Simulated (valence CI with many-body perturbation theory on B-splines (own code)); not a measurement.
Pb33+: M1 decay

Method: relativistic CI+MBPT: three valence electrons over a frozen Dirac-Fock core [Kr] 4d10, radial functions for each j: 7 s, 7 p, 7 d, 7 f, 4 g, 2 h, with the one-electron correlation potential Σ1 (screened to all orders), the two-electron term Σ2, the three-electron term Σ3, Breit, model QED; selected single and double excitations, second order for the rest, scaled by the run's own slope (own B-spline code, finite nucleus).

The last digits are not significant, and no measured levels were compared; by estimate large intervals hold to a few tenths of a per cent, small ones and those within an open d or f shell to about a per cent. Excitations out of the core, of the other parity, are not computed and may begin above about 198 eV (a cautious bound); beyond it only levels of the ground parity were kept, without lifetimes.

Lines 1 to 50 of 120 in falling wavelength, among levels below 1596500 cm⁻¹, chosen from the decays that carry over 1 % of a level's rate. Wavelengths and rates use the calculated energies. Weak lines are less certain than strong ones. Lines between different terms over intervals too small for the method are left out, as are lines whose strength nearly cancels.

Levels are named by their leading jj configuration (3d3/2^4 stands for four electrons in 3d with j = 3/2), which in mixed levels can hold well under half, so a name can repeat and another be missing. Letters in brackets count levels of one name in rising energy.

```
λ vac (Å)                       Upper                       Lower  Type   A (s⁻¹)  Branch %
     6035   (4f5/2^2 4f7/2) J=7/2 [a]       (4f5/2^2 4f7/2) J=9/2    M1  5.71e+01      10.3
     5591   (4f5/2 4f7/2^2) J=9/2 [a]   (4f5/2^2 4f7/2) J=7/2 [b]    M1  8.42e+01       4.5
     5528   (4f5/2^2 4f7/2) J=5/2 [a]             (4f5/2^3) J=5/2    M1  4.85e+01       3.5
     5249   (4f5/2^2 4f7/2) J=3/2 [a]             (4f5/2^3) J=5/2    M1  2.68e+01       2.1
     4880      (4f5/2 4f7/2^2) J=15/2  (4f5/2 4f7/2^2) J=13/2 [a]    M1  5.78e+01       1.8
     4485   (4f5/2^2 4f7/2) J=5/2 [b]   (4f5/2^2 4f7/2) J=7/2 [b]    M1  5.99e+01       2.5
     4450      (4f5/2^2 4f7/2) J=15/2      (4f5/2^2 4f7/2) J=13/2    M1  2.23e+02     100.0
     4396       (4f5/2 4f7/2^2) J=1/2   (4f5/2 4f7/2^2) J=3/2 [a]    M1  1.64e+02       6.1
     4073             (4f5/2^3) J=5/2             (4f5/2^3) J=3/2    M1  8.65e+01      99.1
     4049   (4f5/2 4f7/2^2) J=3/2 [a]   (4f5/2^2 4f7/2) J=5/2 [b]    M1  1.72e+02       4.0
     3715  (4f5/2 4f7/2^2) J=11/2 [a]  (4f5/2 4f7/2^2) J=13/2 [a]    M1  2.95e+01       1.2
     3698  (4f5/2 4f7/2^2) J=11/2 [a]  (4f5/2^2 4f7/2) J=11/2 [b]    M1  2.60e+01       1.0
     3629       (4f5/2^2 4f7/2) J=9/2  (4f5/2^2 4f7/2) J=11/2 [a]    M1  1.26e+02       4.4
     3536             (4f7/2^3) J=9/2   (4f5/2 4f7/2^2) J=9/2 [c]    M1  7.96e+01       1.2
     3320   (4f5/2 4f7/2^2) J=9/2 [c]   (4f5/2 4f7/2^2) J=7/2 [a]    M1  4.50e+01       1.1
     3224      (4f5/2^2 4f7/2) J=13/2  (4f5/2^2 4f7/2) J=11/2 [a]    M1  1.00e+03     100.0
     3155  (4f5/2 4f7/2^2) J=11/2 [b]   (4f5/2 4f7/2^2) J=9/2 [b]    M1  4.46e+02      15.9
     3044   (4f5/2^2 4f7/2) J=7/2 [b]       (4f5/2^2 4f7/2) J=9/2    M1  2.64e+01       1.5
     2969   (4f5/2 4f7/2^2) J=3/2 [b]   (4f5/2 4f7/2^2) J=3/2 [a]    M1  7.15e+01       1.0
     2953  (4f5/2 4f7/2^2) J=13/2 [b]  (4f5/2 4f7/2^2) J=11/2 [a]    M1  1.06e+02       5.1
     2947   (4f5/2 4f7/2^2) J=9/2 [b]   (4f5/2^2 4f7/2) J=7/2 [b]    M1  5.49e+02      12.1
     2927   (4f5/2 4f7/2^2) J=9/2 [a]   (4f5/2^2 4f7/2) J=7/2 [a]    M1  1.42e+02       7.5
     2804   (4f5/2 4f7/2^2) J=7/2 [a]   (4f5/2^2 4f7/2) J=7/2 [b]    M1  9.06e+01       2.0
     2791       (4f5/2^2 4f7/2) J=1/2   (4f5/2^2 4f7/2) J=3/2 [a]    M1  2.49e+02      11.4
     2770   (4f5/2^2 4f7/2) J=3/2 [b]   (4f5/2^2 4f7/2) J=3/2 [a]    M1  6.49e+02      37.7
     2737   (4f5/2^2 4f7/2) J=7/2 [b]             (4f5/2^3) J=5/2    M1  1.59e+03      89.3
     2698   (4f5/2^2 4f7/2) J=3/2 [b]   (4f5/2^2 4f7/2) J=5/2 [a]    M1  1.11e+02       6.5
     2640   (4f5/2 4f7/2^2) J=7/2 [b]   (4f5/2 4f7/2^2) J=7/2 [a]    M1  3.74e+01       1.8
     2604   (4f5/2 4f7/2^2) J=5/2 [a]   (4f5/2^2 4f7/2) J=3/2 [b]    M1  3.56e+02       9.7
     2525   (4f5/2 4f7/2^2) J=7/2 [b]   (4f5/2 4f7/2^2) J=9/2 [b]    M1  3.59e+01       1.7
     2455   (4f5/2^2 4f7/2) J=5/2 [b]   (4f5/2^2 4f7/2) J=5/2 [a]    M1  1.64e+02       6.8
     2345   (4f5/2^2 4f7/2) J=5/2 [a]             (4f5/2^3) J=3/2    M1  1.34e+03      96.4
     2324      (4f5/2 4f7/2^2) J=15/2      (4f5/2^2 4f7/2) J=15/2    M1  1.16e+03      36.8
     2294   (4f5/2^2 4f7/2) J=3/2 [a]             (4f5/2^3) J=3/2    M1  1.27e+03      97.9
     2228  (4f5/2^2 4f7/2) J=11/2 [b]      (4f5/2^2 4f7/2) J=13/2    M1  2.03e+02      15.4
     2222  (4f5/2 4f7/2^2) J=13/2 [a]      (4f5/2^2 4f7/2) J=13/2    M1  5.93e+02      10.6
     2196      (4f5/2 4f7/2^2) J=17/2      (4f5/2 4f7/2^2) J=15/2    M1  6.46e+02      34.8
     2186  (4f5/2^2 4f7/2) J=11/2 [a]             (4f5/2^3) J=9/2    M1  3.28e+03     100.0
     2170   (4f5/2 4f7/2^2) J=5/2 [b]   (4f5/2 4f7/2^2) J=3/2 [a]    M1  1.80e+02       1.9
     2094  (4f5/2 4f7/2^2) J=11/2 [b]   (4f5/2 4f7/2^2) J=9/2 [a]    M1  1.72e+02       6.1
     2088   (4f5/2 4f7/2^2) J=9/2 [c]   (4f5/2 4f7/2^2) J=9/2 [a]    M1  1.30e+03      33.0
     2068  (4f5/2^2 4f7/2) J=11/2 [b]       (4f5/2^2 4f7/2) J=9/2    M1  6.22e+02      47.2
     1995  (4f5/2 4f7/2^2) J=11/2 [b]  (4f5/2^2 4f7/2) J=11/2 [b]    M1  1.61e+03      57.3
     1991   (4f5/2 4f7/2^2) J=9/2 [b]   (4f5/2^2 4f7/2) J=7/2 [a]    M1  9.39e+02      20.7
     1971   (4f5/2 4f7/2^2) J=9/2 [a]       (4f5/2^2 4f7/2) J=9/2    M1  1.22e+03      64.3
     1956       (4f5/2 4f7/2^2) J=1/2   (4f5/2^2 4f7/2) J=3/2 [b]    M1  1.80e+03      67.0
     1951   (4f5/2 4f7/2^2) J=7/2 [b]   (4f5/2^2 4f7/2) J=5/2 [b]    M1  1.59e+03      75.3
     1946       (4f5/2 4f7/2^2) J=1/2       (4f5/2^2 4f7/2) J=1/2    M1  3.05e+02      11.4
     1941             (4f7/2^3) J=9/2  (4f5/2 4f7/2^2) J=11/2 [a]    M1  3.97e+02       6.1
     1925   (4f5/2 4f7/2^2) J=7/2 [a]   (4f5/2^2 4f7/2) J=7/2 [a]    M1  1.13e+03      25.5
```
